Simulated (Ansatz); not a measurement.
The molecule SiSe+, multiplicity 2 (lowest of 2S+1 = 2, 4 at CCSD(T)/def2-TZVPP on PBE0 minima; our sources give no spin for the ground state, which may be another). No spin–orbit coupling. Se is treated without relativity.

Constants: fifth-degree fit in 1/R to seven points, most abundant isotopes. Runs in def2 and cc sets follow the lowest solution found near the PBE0 minimum.

Correlated levels freeze the inner cores; with def2 sets outer-core shells near the valence are correlated too. CBS: X⁻³ extrapolation of the correlation energy, Hartree–Fock from the larger set.

Programs: Ansatz (a first-principles code) with Gaussian orbitals. Each number belongs to the level named beside it.

Q: What bond length and harmonic frequency does SVWN5/def2-TZVPP give?

A: r_e = 2.207 Å, ω_e = 459 cm⁻¹.

Q: What bond length and harmonic frequency does B3LYP/def2-TZVPP give?

A: r_e = 2.220 Å, ω_e = 455 cm⁻¹.

Q: What bond length and harmonic frequency does CCSD(T)/CBS(def2-TZVPP, def2-QZVPP) give?

A: r_e = 2.197 Å, ω_e = 475 cm⁻¹.
